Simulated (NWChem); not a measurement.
Molecule: ScCl$_{2}$F; SMILES [F][Sc]([Cl])[Cl]

### Question
Give the equilibrium geometry at PBE0/def2-SVP (NWChem) as an XYZ file, with the point group.

### Answer
point group C2v; any orientation.
```
4

Sc     0.3121    -0.0027     0.0000
F      2.1100     0.0034     0.0000
Cl    -0.7720     0.0017    -2.0021
Cl    -0.7720     0.0017     2.0021
```
